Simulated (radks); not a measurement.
Results of a calculation; reference values are marked as such.
Species: Nd II. Configuration: [Kr] 4d10 4f4 5s2 5p5 6s2 (not the ground configuration). Level of theory: scalar-relativistic Kohn-Sham, PBE, spin-polarised, spherical densities, finite nucleus; open shells are filled with parallel spins first (spin-orbit coupling, left out, can overturn this in heavy ions); Fermi nuclear charge, rms radius 4.9123 fm (a radial shooting solver on a logarithmic mesh with Libxc functionals).

Normalised radial functions P(r) = r R(r), r in bohr:

```
   r/bohr * 5s up, o 5p down, + 6s down (the largest magnitude, 0.963, reaches the edge; | marks zero, & curves that meet)
 0.001792                             o+*
 0.002428                             o+*
 0.003291                             o+ *
  0.00446                             o+ *
 0.006045                             o+  *
 0.008192                             |&  *
   0.0111                             |o+ *
  0.01505                             |+o *
  0.02039                             |+ &
  0.02764                             &   o
  0.03746                          * +|    o
  0.05076                       *   + |     o
   0.0688                      *    + |    o
  0.09324                         *  +|o
   0.1264                         o   |+*
   0.1713                     o       |  +     *
   0.2321                      o      |  +     *
   0.3146                           *+|o
   0.4263                *       +    |          o
   0.5778                 *       +   |          o
    0.783                            o|  +  *
    1.061            o                |       +               *
    1.438    o                        |     +                    *
    1.949        o                +   |                 *
    2.642               +  o          |      *
     3.58            +            o   |*
    4.852                 +          o*
    6.576                        +    &
    8.912                            +&
    12.08                             &
```

5s up: eigenvalue -51.845 eV, 4 radial nodes at r = 0.0290, 0.115, 0.301, 0.719 bohr, <r> = 1.45 bohr, 90 % of the charge inside 2.08 bohr. 5p down: eigenvalue -30.506 eV, 3 radial nodes at r = 0.102, 0.303, 0.770 bohr, <r> = 1.71 bohr, 90 % of the charge inside 2.50 bohr. 6s down: eigenvalue -9.433 eV, 5 radial nodes at r = 0.0290, 0.114, 0.300, 0.700, 1.75 bohr, <r> = 3.83 bohr, 90 % of the charge inside 5.48 bohr.
